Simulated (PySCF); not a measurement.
A structure optimised at PBE0-D3(BJ)/def2-SVP, used in a PySCF frequency run:

```xyz
12

C      1.2867    -0.8738    -0.1738
N      1.3123     0.5209     0.2425
Si    -0.1879     1.2924     0.6403
O     -1.2504     0.1763    -0.0133
Si    -0.5302    -1.1863    -0.6729
H      1.9515    -1.0543    -1.0384
H      1.6010    -1.5784     0.6221
H      2.2254     0.9063     0.4514
H     -0.3232     2.6370     0.0063
H     -0.4801     1.4418     2.0997
H     -0.7246    -1.2196    -2.1525
H     -1.0991    -2.4312    -0.0803
```
Charge 0, spin multiplicity 1.

Problem. Write its SMILES and formula.

Solution. C1N[SiH2]O[SiH2]1, CH7NOSi2

Problem. What are its rotational constants (standard atomic weights)?

Solution. 5.0960, 3.2125, 2.1021 GHz
